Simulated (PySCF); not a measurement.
F₃Se, charge +1.

```xyz
4

Se     0.0000     0.0000     0.3686
F      1.2672    -0.7316    -0.4641
F     -1.2672    -0.7316    -0.4641
F      0.0000     1.4633    -0.4641
```
Charge +1, spin multiplicity 1.

Geometry: TPSSh-D3(BJ)/def2-SVP. The multiplicity is an assumed one; other spin states were not compared. The isomer is the one that the SMILES or the coordinates give; other isomers of the formula were not compared.

These are PBE/pcSseg-2 in PySCF values and carry that method's errors. Non-relativistic, no solvent.

Computed absolute GIAO shielding of each atom: isotropic value and principal components (ppm):
```tsv
atom	σ(iso)	σ11	σ22	σ33	span
Se1	288.8	181.0	181.0	504.4	323.5
F2	47.7	-124.0	30.0	237.2	361.2
F3	47.7	-124.0	30.0	237.2	361.2
F4	47.7	-124.0	30.0	237.2	361.2
```
